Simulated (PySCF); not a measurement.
PySCF 2.14 output of an unrestricted CAM-B3LYP calculation on a single atom or ion in aug-cc-pVTZ-DK (7s6p4d2f, 59 functions), with scalar relativity by spin-free X2C-1e:

```
SCF conv_tol = 1e-09
number electrons alpha = 17  beta = 14
    T. Yanai, D. P. Tew, and N. C. Handy.,  Chem. Phys. Lett. 393, 51 (2004)
cycle= 1 E= -1943.56289052069  delta_E= -0.00577  |g|= 0.135  |ddm|= 2.17
cycle= 2 E= -1943.56420345354  delta_E= -0.00131  |g|= 0.109  |ddm|= 2.13
cycle= 3 E= -1943.56685332362  delta_E= -0.00265  |g|= 0.00157  |ddm|= 0.858
cycle= 4 E= -1943.56685523047  delta_E= -1.91e-06  |g|= 0.000163  |ddm|= 0.0279
cycle= 5 E= -1943.56685526753  delta_E= -3.71e-08  |g|= 1.33e-05  |ddm|= 0.00268
cycle= 6 E= -1943.56685526782  delta_E= -2.92e-10  |g|= 2.44e-06  |ddm|= 0.000229
converged SCF energy = -1943.56685526782  <S^2> = 3.7504921  2S+1 = 4.000246
```

The run itself started from symmetry-adapted Hartree-Fock orbitals and held the occupation by maximum overlap, on a logarithmic radial grid, so the iterations belong to that start.

Problem. Which element, charge and spin multiplicity is this?

Solution. Ga (gallium, neutral), multiplicity 4; the state was [Ar] 3d10 4s1 4p1 4d1, one real determinant (an excited configuration).

⟨L²⟩ = 8.01 against 12 for a pure F term, so this real determinant mixes terms. The outer electron is Rydberg-like, and this basis confines it to a smaller radius and binds it less than a complete one would.
